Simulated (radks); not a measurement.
Values are calculated unless marked as measured or tabulated.
Au71+, configuration [He] 2s2 2p4.

Level of theory: non-relativistic Kohn-Sham, LDA (Slater exchange, Perdew-Wang correlation), spin-unpolarised, spherical densities, point nucleus; relativity is left out, which matters for an element this heavy (a radial shooting solver on a logarithmic mesh with Libxc functionals).

Energy parts (hartree):
part                       energy
total                 -10472.2036
kinetic                10471.2909
electron-nucleus      -21385.0775
Hartree                  540.7321
exchange-correlation     -99.1491

Orbitals (lengths in bohr, moments of r in powers of bohr; <r^-3> diverges for s and p1/2; r(90%) holds 90 % of the orbital's charge):
orbital	occ.	eigenvalue (hartree)	r(90%)	<r^4>	<r^2>	<r^-3>
1s	2	-2947.332	0.0340	6.025e-07	0.0004895	-
2s	2	-685.7977	0.120	0.00008622	0.007236	-
2p	4	-674.4893	0.106	0.00005275	0.005286	18430

The highest occupied level is 2p at -18353.8 eV. For comparison, the ionisation energy in NIST's Atomic Spectra Database is 18790 eV (theoretical). In exact Kohn-Sham theory the highest level is minus the ionisation energy, but local and semilocal functionals leave it too shallow, through self-interaction and a potential that decays too fast; potentials with the right tail come closer. The density falls to 0.001 e/bohr^3 at r = 0.30 bohr. The electron density at the nucleus is 3.459e+05 e/bohr^3. Virial ratio -V/T = 2.00009. Summed over all electrons, <r^2> = 0.03660 bohr^2, which gives a Langevin (diamagnetic) susceptibility term of -0.029 x 10^-6 cm^3/mol.

Beside tabulated values, note that spin-unpolarised runs miss the spin-polarisation part of the exchange energy of open shells.
